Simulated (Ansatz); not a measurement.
`NC[SiH](O)O` + `N[SiH2]F` → `O[SiH](O)N[SiH2]F` + CH₃NH₂  (ligand exchange at the Si–C bond)

Computed with Ansatz on PBE0-D4/def2-TZVP structures; ΔE is electronic, products minus reactants. CCSD(T)/CBS is the MP2 limit (def2-TZVPP, def2-QZVPP) plus CCSD(T) − MP2 in def2-TZVPP, frozen cores. DFT in def2-TZVPP. One conformer a species, not always the lowest.

`NC[SiH](O)O`:

```xyz
12

N    -0.772   -0.342    1.476
C     0.499   -0.217    0.750
Si    0.149    0.588   -0.917
O     1.304    0.288   -2.041
O    -1.299   -0.040   -1.368
H    -1.086    0.563    1.805
H    -0.673   -0.928    2.295
H     1.299    0.288    1.310
H     0.866   -1.227    0.534
H     0.110    2.068   -0.823
H     1.328   -0.592   -2.418
H    -1.725   -0.451   -0.602
```

`N[SiH2]F`:

```xyz
7

N     0.935    0.428    0.202
Si   -0.626   -0.181   -0.056
F    -0.693   -1.466   -1.014
H     1.580   -0.011    0.836
H     1.409    0.986   -0.488
H    -1.429    0.865   -0.726
H    -1.175   -0.620    1.246
```

`O[SiH](O)N[SiH2]F`:

Z-matrix (Å, degrees):
```
Si
O 1 1.636
N 1 1.728 2 106.0
O 1 1.636 2 116.1 3 -121.8
H 1 1.471 2 106.1 3 122.6
H 2 0.960 1 119.1 3 47.6
Si 3 1.707 1 125.7 2 13.2
H 3 1.010 1 117.3 2 -161.5
H 4 0.958 1 118.5 2 66.7
F 7 1.610 3 109.7 1 -63.0
H 7 1.477 3 112.5 1 53.4
H 7 1.481 3 109.0 1 179.1
```

CH₃NH₂:

Z-matrix (Å, degrees):
```
C
N 1 1.453
H 1 1.092 2 109.4
H 1 1.100 2 115.4 3 -121.6
H 1 1.092 2 109.4 3 116.8
H 2 1.012 1 110.6 3 62.6
H 2 1.012 1 110.6 3 -179.3
```

```json
{"level": "PBE", "ΔE (kJ/mol)": "-70.6"}
{"level": "r2SCAN", "ΔE (kJ/mol)": "-81.2"}
{"level": "PBE0", "ΔE (kJ/mol)": "-75.5"}
{"level": "CCSD(T)/def2-TZVPP", "ΔE (kJ/mol)": "-83.4"}
```

Task: What does CCSD(T)/CBS give? (An estimate is asked.)

Result: Computed: -83.3 kJ/mol. The listed levels differ from it by 12.7, 2.1, 7.8, -0.1 kJ/mol.

Largest T1 diagnostic among the species: 0.012.

From PBE to PBE0 (25 % exact exchange), in def2-TZVPP and without D4, ΔE moves by −4.9 kJ/mol. The D4 term adds −3.4 kJ/mol with B3LYP and −2.0 kJ/mol with PBE0; it sums over pairs of atoms, weighted by their polarisabilities, and B3LYP, whose exchange is more repulsive, gets the larger term. In def2-TZVPP, CCSD(T) changes the Hartree–Fock value by +10.9 kJ/mol (the triples alone add +1.3 kJ/mol) and MP2 by +10.0 kJ/mol.

B3LYP here is the variant with VWN-RPA as its local correlation; programs differ in this.
